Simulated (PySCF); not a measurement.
C2H2F3, SMILES C(F)[C](F)F (connectivity only; charge and spin as stated), charge +1, multiplicity 1.

Geometry optimised at ωB97X-D3(BJ)/def2-SVP. The multiplicity is an assumed one; other spin states were not compared. The isomer is the one that the SMILES or the coordinates give; other isomers of the formula were not compared. Other conformers were not sampled.

The numbers are results of CAM-B3LYP/def2-TZVP (PySCF), not measurements.

Symmetry labels are those of the subgroup Cs that the program uses (full group Cs).

Computed valence orbital energies around the gap with their symmetry:
```json
[
 {"orbital": "HOMO−7", "symmetry": "A'", "energy (eV)": "-25.46"},
 {"orbital": "HOMO−6", "symmetry": "A\"", "energy (eV)": "-23.21"},
 {"orbital": "HOMO−5", "symmetry": "A'", "energy (eV)": "-23.13"},
 {"orbital": "HOMO−4", "symmetry": "A\"", "energy (eV)": "-22.60"},
 {"orbital": "HOMO−3", "symmetry": "A'", "energy (eV)": "-22.52"},
 {"orbital": "HOMO−2", "symmetry": "A'", "energy (eV)": "-22.22"},
 {"orbital": "HOMO−1", "symmetry": "A'", "energy (eV)": "-19.07"},
 {"orbital": "HOMO", "symmetry": "A\"", "energy (eV)": "-18.49"},
 {"orbital": "LUMO", "symmetry": "A\"", "energy (eV)": "-8.82"},
 {"orbital": "LUMO+1", "symmetry": "A'", "energy (eV)": "-4.14"},
 {"orbital": "LUMO+2", "symmetry": "A'", "energy (eV)": "-3.49"},
 {"orbital": "LUMO+3", "symmetry": "A'", "energy (eV)": "-1.97"}
]
```
